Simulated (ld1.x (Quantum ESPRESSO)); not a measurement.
Zr (Z = 40): variants of one RRKJ potential

Base potential:

```
Element                 : Zr (Z = 40)
Generator               : ld1.x (Quantum ESPRESSO) 7.5
Type                    : norm-conserving RRKJ (Kleinman–Bylander form)
Functional              : PBE
Relativity              : scalar-relativistic
Frozen core             : [Ar] 3d10
Valence charge          : 12
Reference configuration : 4s2 4p6 4d1 5s0 5p0 (charge +3)
Partial waves           : 4s (bound): rc 1.30 bohr; 4p (bound): rc 1.70 bohr; 4d (bound): rc 2.70 bohr
Local potential         : the d channel
Core correction         : none
rho0                    : 0.001
```

All-electron outer shells of the reference configuration (PBE, scalar-relativistic, ld1.x):

| shell | level (eV) | outermost node (bohr) | outermost maximum (bohr) |
| --- | --- | --- | --- |
| 3d | -202.47 | – | 0.35 |
| 4s | -81.55 | 0.55 | 1.08 |
| 4p | -59.17 | 0.56 | 1.17 |
| 4d | -28.20 | 0.58 | 1.49 |
| 5s | -24.29 | 1.43 | 2.68 |
| 5p | -18.97 | 1.61 | 3.11 |

Cutoffs, loose and tight: the cutoffs (Ry, on a coarse ladder) from which the occupation-weighted sum of valence levels, in a spherical-Bessel basis at the reference potential, stays within 10 and 1 mRy of its value at 400 Ry. They do not see the model core or the augmentation charge, which bear on the density cutoff. Test errors are all-electron minus pseudo excitation energies from the reference, over the configurations 4s2 4p6 4d2 5s2 5p0; 4s2 4p6 4d2 5s1 5p0; 4s2 4p6 4d2 5s0 5p0; 4s2 4p6 4d2 5s1 5p1; 4s2 4p6 4d2.5 5s1.5 5p0; 4s2 4p5 4d2 5s2 5p0; 4s2 4p6 4d0 5s0 5p0. A dash means not determined; rows that change the core or the reference have their own tests. The largest error is taken over the tests solved by every variant that gives reliable tests at all: 4s2 4p5 4d2 5s2 5p0; 4s2 4p6 4d0 5s0 5p0; 4s2 4p6 4d2 5s0 5p0; 4s2 4p6 4d2 5s1 5p0; 4s2 4p6 4d2 5s2 5p0; 4s2 4p6 4d2.5 5s1.5 5p0.

A true bound ghost makes a file unfit for plane-wave use even where its test errors are small: the radial tests pick states by their node count and pass the ghost by.

| change | outcome | cutoff, loose | cutoff, tight | bound ghosts | largest test error (meV) |
| --- | --- | --- | --- | --- | --- |
| base | generated | 90 Ry | 110 Ry | none | -251 |
| all radii scaled by about 0.85 (s 1.10, p 1.44, d 2.28 bohr) | generated | 90 Ry | 140 Ry | none | -233 |
| all radii scaled by about 0.95 (s 1.24, p 1.62, d 2.58 bohr) | generated | 90 Ry | 120 Ry | none | -263 |
| all radii scaled by about 1.13 (s 1.46, p 1.92, d 3.04 bohr) | generated | 45 Ry | 80 Ry | none | -141 |
| all radii scaled by about 1.21 (s 1.58, p 2.06, d 3.28 bohr) | generated | 40 Ry | 60 Ry | none | +320 |
| all radii scaled by about 1.39 (s 1.80, p 2.36, d 3.74 bohr) | generated | 40 Ry | 50 Ry | s | +1509 |

**Question.** What comes out with this change to the base: all radii scaled by about 0.76 (s 1.00, p 1.30, d 2.06 bohr)?

**Answer.** outcome: generated; cutoff, loose: 80 Ry; cutoff, tight: 140 Ry; bound ghosts: none; largest test error (meV): -192.

**Question.** What comes out with this change to the base: all radii scaled by about 1.29 (s 1.68, p 2.20, d 3.50 bohr)?

**Answer.** outcome: generated; cutoff, loose: 40 Ry; cutoff, tight: 50 Ry; bound ghosts: s; largest test error (meV): +950.

Reading the sweep of the scale of all radii (base = 1) (base included, trends over the rows without a ghost): The loose cutoff falls from 80 Ry at 0.76 to 40 Ry at 1.21, with one reversal. A larger radius leaves more room for a smooth pseudo-wave, so fewer plane waves are needed; a smaller one forces it to follow the all-electron wave where it bends sharply. The median size of the test errors (rows with all tests solved) is not monotonic: lowest 70.2 meV at 1.21, highest 128.5 meV at 1. Bound ghosts are found at 1.29, 1.39.
